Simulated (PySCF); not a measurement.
C₇H₈N (doublet state).
Geometry (GFN2-xTB, Å), atoms numbered from 1 in this order:
```
atom  x, y, z in Å
C1    -0.273    0.294    2.214
C2     0.103    0.023    0.964
C3     1.313    0.632    0.419
C4     1.795    0.423   -0.775
C5     2.193    0.145   -1.998
N6     2.556   -0.090   -3.086
C7    -0.687   -0.875    0.055
C8    -1.500   -0.060   -0.952
H9     0.287    0.959    2.852
H10   -1.157   -0.147    2.642
H11    1.835    1.307    1.094
H12   -1.363   -1.490    0.651
H13   -0.004   -1.534   -0.486
H14   -2.200    0.592   -0.434
H15   -2.060   -0.724   -1.605
H16   -0.846    0.553   -1.568
```

The hyperfine couplings belong to this conformer and change with its torsions.

As a line formula: `C(=[C]/C#N)/C(=C)CC` [radical].

Method used: PySCF, UKS B3LYP, pcH-1 on C H N, non-relativistic, mean-field spin-orbit, GIAO. One conformer (not necessarily the lowest) at the GFN2-xTB geometry, without solvent, vibrations or thermal averaging. Couplings are sensitive to structure, and on GFN2-xTB geometries they can be far from those on DFT ones. No stability test was run, so a lower SCF solution isn't excluded. ⟨S²⟩ is 0.779 where a pure state has 0.75.

Q: Match the computed a_iso(13C) values +75.2, -69.4, +59.7, -48.9, -5.8, +2.4, -1.2 MHz with the sites C1; C2; C3; C4; C5; C7; C8.

A: 
```tsv
site	a_iso (MHz)	ρ(0) (bohr⁻³)	position	distance from C4 (Å)	spin population	largest |T| (MHz)
C1	-5.8	-0.0051	3 bonds from C4	3.64	-0.06	9.6
C2	+59.7	+0.0531	2 bonds from C4	2.46	+0.08	7.7
C3	-48.9	-0.0435	1 bond from C4	1.30	-0.17	16.4
C4	+75.2	+0.0669	largest spin population	0.00	+0.83	120.4
C5	-69.4	-0.0617	1 bond from C4	1.32	-0.24	25.7
C7	-1.2	-0.0011	3 bonds from C4	2.92	0.00	1.0
C8	+2.4	+0.0022	4 bonds from C4	3.33	0.00	0.9
```

ρ(0) is the spin density at the nucleus and T the dipolar tensor; entries for several nuclei are means. Largest spin populations (Mulliken): C4 (+0.83), N6 (+0.49), C5 (-0.24) and C3 (-0.17). The positive populations add up to 1.47 and the negative ones to -0.47, together 2S = 1.

The spin density at the nucleus, in bohr⁻³, is negative for C5 (-0.0617), C3 (-0.0435) and C1 (-0.0051), for instance. A restricted open-shell determinant has no negative spin density anywhere; here it arises because α and β orbitals differ (spin polarisation).

Class means assume fast exchange of nuclei equivalent by connectivity; if that motion is slow, each nucleus keeps its own coupling.
